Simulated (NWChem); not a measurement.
System: TiNH$_{5}$; SMILES [NH2][TiH3]

The following NWChem deck was run.

```
start job
memory heap 200 mb stack 900 mb global 1100 mb
geometry units angstroms
  Ti     0.267122    -0.198336     0.290595
  N     -0.862509     0.640169    -0.939229
  H     -0.915601     0.426024    -1.941485
  H     -1.529874     1.388020    -0.724908
  H      1.872730     0.041605    -0.204436
  H     -0.039743     0.525493     1.821740
  H     -0.087303    -1.858132     0.300611
end
basis spherical
  * library def2-svp
end
dft
  xc pbe0
  iterations 150
end
driver
  maxiter 120
end
task dft optimize
task dft freq
```

The optimisation ended at a saddle point (imaginary frequency).

The level has its own optimisation; frequencies are unscaled.

Task: Predict the main results of this run. (PBE0/def2-SVP.) Quantities: r N–Ti (Å); r H–N (Å); highest harmonic frequency (cm⁻¹); lowest (cm⁻¹); zero-point energy (kcal/mol); dipole (D).

Result: 
| Item | Value |
|---|---|
| r N–Ti (Å) | 1.827 |
| r H–N (Å) | 1.020 |
| highest harmonic frequency (cm⁻¹) | 3655 |
| lowest (cm⁻¹) | -38 |
| zero-point energy (kcal/mol) | 25.7 |
| dipole (D) | 2.54 |
